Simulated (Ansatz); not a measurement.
Reaction (silylene formation by 1,1-elimination): `N[Si](F)(Cl)Br` → `FBr` + `N[Si]Cl`

Computed with Ansatz on PBE0-D4/def2-TZVP structures; ΔE is electronic, products minus reactants. CCSD(T)/CBS is the MP2 limit (def2-TZVPP, def2-QZVPP) plus CCSD(T) − MP2 in def2-TZVPP, frozen cores. This one scheme is used for every species. Functionals use def2-TZVPP. B3LYP here is the variant with VWN-RPA as its local correlation; programs differ in this. For Br outer-core shells are correlated without core-valence functions, which leaves a few kJ/mol of doubt a bond. Scalar relativity is left out up to krypton. Each species was taken in one conformer, which may not be the lowest.

`N[Si](F)(Cl)Br`:

```xyz
7

N     0.424    0.427    0.918
Si   -0.198   -0.284   -0.466
F     0.556   -1.598   -0.934
Cl   -2.115   -0.848   -0.115
Br   -0.033    1.116   -2.147
H     1.219    1.041    0.902
H     0.146    0.144    1.842
```

`FBr`:

```xyz
2

F     0.015    0.866   -0.136
Br   -0.015   -0.866    0.136
```

`N[Si]Cl`:

Z-matrix (Å, degrees):
```
N
Si 1 1.701
H 1 1.010 2 126.0
H 1 1.009 2 121.0 3 180.0
Cl 2 2.104 1 98.2 3 0.0
```

CCSD(T)/CBS gives +147.3 kcal/mol.

Problem. Another level gave +152.6 kcal/mol. Which?
A. CCSD(T)/def2-TZVPP
B. BLYP/def2-TZVPP
C. r2SCAN0/def2-TZVPP
D. B3LYP-D4/def2-TZVPP

Solution. C. r2SCAN0 152.6, BLYP 125.6, CCSD(T)/def2-TZVPP 144.7, B3LYP-D4 139.6 kcal/mol.

Largest T1 diagnostic among the species: 0.013.

Leaving LDA and LC-ωPBE aside and taking each functional with its dispersion term where it has one, the values, not all of them listed here, spread over 22.3 kcal/mol, from BLYP-D4 to r2SCAN0-D4. LDA lies +11.8 kcal/mol from PBE without D4. At CCSD(T), def2-SVP lies −8.2 kcal/mol from the extrapolated value and def2-TZVPP −2.6 kcal/mol.
